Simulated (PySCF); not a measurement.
Simulation results for BF2H2Si

Calculation on a computer-drawn molecule: optimised geometry and harmonic frequencies of an isolated molecule of the commonest isotopes, restricted reference for singlets and unrestricted otherwise, frozen core in MP2. Program: PySCF 2.14.0.

## BF2H2Si

Start structure:
```xyz
6
BF2H2Si
B     -2.9911    -3.7153     1.6069
Si    -1.9356    -2.2674     2.1021
F     -1.8458    -0.7274     1.5577
F     -0.8625    -2.0877     3.3086
H     -3.7216    -3.6655     0.7209
H     -2.8752    -4.7361     2.1822
```

Here we set charge 0, multiplicity 2, method HF and basis cc-pV(D+d)Z.

Drawn bonds:
| atom | other atom | order |
| --- | --- | --- |
| 1 | 2 | 1 |
| 2 | 3 | 1 |
| 2 | 4 | 1 |
| 1 | 5 | 1 |
| 1 | 6 | 1 |

Q: Give the missing total energy for BF2H2Si.
A: -513.7197 hartree

Q: Estimate the rotational constants of BF2H2Si.
A: 8.072, 5.903, 3.41 GHz

Q: Give the table of modes values for BF2H2Si.
A: 
Modes:
| frequency (cm⁻¹) | reduced mass (dalton) |
| --- | --- |
| 90.76 | 18.41 |
| 205.6 | 3.039 |
| 342.1 | 15 |
| 385.2 | 1.043 |
| 681.3 | 5.945 |
| 693.5 | 1.405 |
| 779.6 | 1.218 |
| 982.6 | 18.7 |
| 989.6 | 8.726 |
| 1209 | 1.198 |
| 2710 | 1.046 |
| 2821 | 1.133 |

Further results for BF2H2Si:

```
spin squared                                  : 0.7608
convergence status largest gradient component : 9.088e-06 hartree/bohr
```

Optimised structure:
```xyz
6
BF2H2Si
B     -2.9705    -3.7195     1.6124
Si    -1.9280    -2.2338     2.1362
F     -1.9143    -0.7794     1.4897
F     -0.8683    -2.1592     3.3215
H     -3.7143    -3.5746     0.6905
H     -2.8364    -4.7328     2.2281
```
